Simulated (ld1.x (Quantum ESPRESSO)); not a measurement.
# copper (Cu): excitation energies, all-electron against PAW

copper (Cu), PAW, made with ld1.x (Quantum ESPRESSO) 7.5 (PBEsol, fully relativistic). Core [Ne], reference 3s2 3p6 3d10 4s0.5 4p0 (charge +0.5). Waves: 3s (bound): rcut 0.95, rcutus 1.15 bohr; 4s (bound): rcut 0.95, rcutus 1.15 bohr; 3p (bound): rcut 1.45, rcutus 1.65 bohr; 4p (bound, empty): rcut 1.45, rcutus 1.65 bohr; 3d (bound): rcut 1.50, rcutus 1.60 bohr; 3d channel at -0.3 Ry: rcut 1.50, rcutus 1.60 bohr. Local part: all-electron potential smoothed inside 1.35 bohr (lloc = -2). Core correction: a·sin(br)/r model core inside 1.00 bohr. Augmentation charge: BG, radius 0.85 bohr.

Open shells are filled in proportion to 2j + 1 (rel_dist='average').

Energies are relative to the spin-unpolarised reference configuration 3s2 3p6 3d10 4s0.5 4p0; without spin polarisation the order of configurations can differ from experiment.

| valence configuration | charge | ΔE all-electron (eV) | error AE − PS (meV) |
| --- | --- | --- | --- |
| 3s2 3p6 3d10 4s1 4p0 | 0 | -3.155 | +1.1 |
| 3s2 3p6 3d10 4s0 4p0 | +1 | 4.949 | +1.9 |
| 3s2 3p6 3d9 4s0 4p0 | +2 | 26.263 | -0.1 |
| 3s2 3p6 3d10 4s0 4p1 | 0 | 1.015 | +0.9 |
| 3s2 3p6 3d9 4s1 4p1 | 0 | 3.709 | +15 |
| 3s2 3p6 3d9 4s1 4p0 | +1 | 8.452 | +17 |

Q: What are ΔE and the potential's error for 3s2 3p5 3d10 4s1 4p0?

A: ΔE = 76.271 eV all-electron; the error (AE − PS) is +30 meV.

Levels in the configuration 3s2 3p5 3d10 4s1 4p0:

| level | all-electron (eV) | pseudo (eV) |
| --- | --- | --- |
| 3s j=1/2 | -130.161 | -130.407 |
| 3p j=1/2 | -89.398 | -89.335 |
| 3p j=3/2 | -86.778 | -86.716 |
| 3d j=3/2 | -19.881 | -19.829 |
| 3d j=5/2 | -19.580 | -19.527 |
| 4s j=1/2 | -13.681 | -13.720 |

The ghost test of this file was not conclusive.
